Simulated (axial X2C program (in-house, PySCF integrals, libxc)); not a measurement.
## How long does NaZr⁺ take?

A bond scan computed with an in-house relativistic program for diatomic molecules. Basis: Zr dyall-cv3z [11s12p9d6f3g], Na dyall-cv3z [9s8p5d2f] (cores contracted in-house).

Input:
```json
{"zs": [40, 11], "q": 1, "bas": ["dyall-cv3z", "dyall-cv3z"], "levels": ["PBE0", "HF", "M06"], "cc": true, "r0": 3.09, "thr": -1.0, "nmax": 90, "npts": 10, "nst": 2, "ntry": 6}
```
```bash
python so2c.py task.json out
```

Keys: zs atomic numbers; q charge; bas basis sets; levels methods; cc coupled cluster on or off; r0 starting distance in Å; thr threshold in hartree for freezing inner shells (an s shell follows its p shell); nmax most natural virtual spinors; npts points on the curve; nst determinants followed; ntry starts of the search. HF also brings MP2.

Hardware: 1 thread of Arm Neoverse V1, with other jobs on the host.

Wall time of one point of each curve, integrals apart:

| Hamiltonian | level | points | seconds a point |
| --- | --- | --- | --- |
| spin-free | PBE0 | 10 | 0.92 |
| spin-free | HF | 10 | 0.6 |
| spin-free | CCSD(T) (4 electrons, 64 virtuals) | 7 | 1.4 |
| spin-free | M06 | 10 | 1.5 |
| 2c | PBE0 | 10 | 1.4 |
| 2c | HF | 10 | 1.7 |
| 2c | CCSD(T) (4 electrons, 64 virtuals) | 7 | 3 |
| 2c | M06 | 10 | 2.5 |

The rest:

Search with its distance optimisation 74 s, atoms 32 s, whole task 230 s. Coupled cluster runs on the points near the minimum only. The program drops outer points, and coupled cluster, when its time limit (not in the input) nears; MP2, further determinants and curves that did not converge are not in the table.
